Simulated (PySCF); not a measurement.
Frontier orbitals and the lowest excitations

Species: FGeH5N2.
Structure used (PBE0-D3(BJ)/def2-SVP), in Å, numbered top down from 1:
```xyz
9
FGeH5N2 angstrom
N     -1.3505    0.3607    0.5018
Ge     0.0193   -0.6262   -0.1357
N      1.4418    0.4918   -0.2303
F     -0.1907   -1.1313   -1.7981
H     -1.5082    1.2392    0.0160
H     -2.2327   -0.1184    0.6524
H      0.1075   -1.9430    0.6514
H      1.7458    0.8909    0.6525
H      2.2428    0.1414   -0.7466
```

Computed, not measured: TDDFT CAM-B3LYP/def2-SVPD, vertical, gas phase, core orbitals frozen in the response (PySCF). The CAM-B3LYP/def2-SVPD calculation is non-relativistic and has no spin–orbit coupling, an omission that weighs most on germanium.

Kohn–Sham orbitals with the atoms that hold most of them (Löwdin shares over 4%, at most four atoms; ? is withheld):

```
orbital  ε (eV)                            atoms
 LUMO+2    1.93   Ge2 39%, H7 20%, F4 17%, N1 9%
 LUMO+1    1.50  Ge2 21%, H7 13%, H6 13%, N3 13%
   LUMO       ?    Ge2 46%, H8 10%, H9 9%, N3 9%
   HOMO   -9.23                                ?
 HOMO-1   -9.61                                ?
 HOMO-2  -11.57   F4 37%, Ge2 21%, H7 21%, N1 9%
 HOMO-3  -12.07  F4 50%, N3 20%, N1 12%, Ge2 10%
```

Give the leading atoms of the HOMO-1.

N1 (bonded to Ge and 2 H) 57%; N3 (bonded to Ge and 2 H) 12%; Ge2 (bonded to F, 2 N and H) 9%; F4 (bonded to Ge) 6%. By element: nitrogen 69%, germanium 9%, fluorine 6%.

Give the leading atoms of the HOMO.

N3 (bonded to Ge and 2 H) 55%; N1 (bonded to Ge and 2 H) 15%; Ge2 (bonded to F, 2 N and H) 11%; H8 (bonded to N) 5%. By element: nitrogen 70%, germanium 11%, hydrogen 5% or more.

What is the LUMO energy, and the HOMO–LUMO gap?

ε(LUMO) = 0.97 eV; the gap is 10.20 eV (0.3747 hartree).

How does S1 compare with the orbital gap of 10.20 eV?

S1 is at 6.80 eV (f = 0.047), 3.40 eV below the gap, made of HOMO→LUMO (76%), HOMO→LUMO+1 (13%). Without the coupling terms of the response equations the lowest excitation would equal the gap.

Next come S2 at 7.11 eV (f 0.064), HOMO-1→LUMO (53%), HOMO→LUMO+1 (20%), HOMO-1→LUMO+1 (15%); S3 at 7.78 eV (f 0.0036), HOMO→LUMO+2 (88%); S4 at 8.00 eV (f 0.021), HOMO→LUMO+1 (30%), HOMO-1→LUMO (28%), HOMO-1→LUMO+1 (27%); S5 at 8.13 eV (f 0.042), HOMO-1→LUMO+1 (39%), HOMO→LUMO+1 (32%), HOMO→LUMO (12%).

Löwdin shares depend on the basis, the more so with diffuse functions.

One conformer stands for the species.
